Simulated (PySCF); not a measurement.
NICS in rings of unrelated molecules.

Definitions: NICS(0) = −σiso at the ring centroid; NICS(1) = −σiso and NICS(1)zz = −σzz at ±1 Å along the ring normal z. Level: GIAO PBE0/pcSseg-1 (PySCF, non-relativistic, gas phase) on the GFN2-xTB geometries, one conformer each. Atom numbers follow the mapped SMILES.

Question: Order these rings by mean NICS(1)zz, lowest (most negative) first (ppm).
A. ring C4–C5–C6–C8–O9 in `[O:1]=[C:2]([F:3])[c:4]1[cH:5][c:6]([Cl:7])[cH:8][o:9]1`
B. ring C2–C3–C4–P5–C7–C8 in `[CH3:1][C@H:2]1[CH:3]=[CH:4][P@H+:5]([CH3:6])[CH:7]=[CH:8]1` (charge +1)
C. ring C6–C7–C8 in `[CH:1]#[C:2][CH2:3][P@H+:4]([CH3:5])[CH:6]1[CH2:7][CH2:8]1` (charge +1)
D. ring N2–N3–C4–C5–C6 in `[CH3:1][n:2]1[n:3][cH:4][cH:5][c:6]1[S:7](=[O:8])(=[O:9])[O-:10]` (charge -1)
E. ring P3–C4–C5–C6–C8 in `[CH2:1]=[CH:2][P:3]1[CH2:4][CH:5]=[C:6]([CH3:7])[CH2:8]1`
F. ring C3–C4–C5–C6–C7–C8 in `[P:1]#[C:2][CH:3]1[CH2:4][CH2:5][CH2:6][CH2:7][CH2:8]1`
G. ring P4–C5–C6–C7–C8 in `[CH3:1]/[CH:2]=[CH:3]\[P:4]1[CH2:5][CH:6]=[CH:7][CH2:8]1`

Answer: D (-29.8), A (-24.2), C (-22.7), G (-5.1), E (-3.7), B (0.5), F (1.7).

```json
{"SMILES": "Cn1nccc1S(=O)(=O)[O-]", "ring": "5-membered ring with 2 N; formal bonds all aromatic", "NICS(0)": "-13.8", "NICS(1)": "-12.0", "NICS(1)zz": "-29.8", "HOMA": "0.97", "rms pucker (Å)": "0.00", "ring atoms with four or more neighbours": "0"}
{"SMILES": "O=C(F)c1cc(Cl)co1", "ring": "5-membered ring with O; formal bonds all aromatic", "NICS(0)": "-12.3", "NICS(1)": "-10.2", "NICS(1)zz": "-24.2", "HOMA": "0.61", "rms pucker (Å)": "0.00", "ring atoms with four or more neighbours": "0"}
{"SMILES": "C#CC[P@H+](C)C1CC1", "ring": "3-membered carbocycle; formal bonds all single", "NICS(0)": "-44.7", "NICS(1)": "-8.6", "NICS(1)zz": "-22.7", "HOMA": "–", "rms pucker (Å)": "0.00", "ring atoms with four or more neighbours": "3"}
{"SMILES": "C/C=C\\P1CC=CC1", "ring": "5-membered ring with P; formal bonds 1 double, 4 single", "NICS(0)": "-3.2", "NICS(1)": "-3.3", "NICS(1)zz": "-5.1", "HOMA": "–", "rms pucker (Å)": "0.10", "ring atoms with four or more neighbours": "2"}
{"SMILES": "C=CP1CC=C(C)C1", "ring": "5-membered ring with P; formal bonds 1 double, 4 single", "NICS(0)": "-2.7", "NICS(1)": "-3.0", "NICS(1)zz": "-3.7", "HOMA": "–", "rms pucker (Å)": "0.10", "ring atoms with four or more neighbours": "2"}
{"SMILES": "C[C@H]1C=C[P@H+](C)C=C1", "ring": "6-membered ring with P; formal bonds 2 double, 4 single", "NICS(0)": "0.0", "NICS(1)": "-2.2", "NICS(1)zz": "0.5", "HOMA": "–", "rms pucker (Å)": "0.08", "ring atoms with four or more neighbours": "2"}
{"SMILES": "P#CC1CCCCC1", "ring": "6-membered carbocycle; formal bonds all single", "NICS(0)": "-2.3", "NICS(1)": "-2.3", "NICS(1)zz": "1.7", "HOMA": "–", "rms pucker (Å)": "0.24", "ring atoms with four or more neighbours": "6"}
```

NICS(0) gives another order. The isotropic NICS(1) gives another order. HOMA uses Krygowski's 1993 parameters; it is left out where a ring has a four-coordinate atom, a triple bond, no multiple bond or a kind of bond without parameters. NICS(1) and NICS(1)zz are means over the two faces.
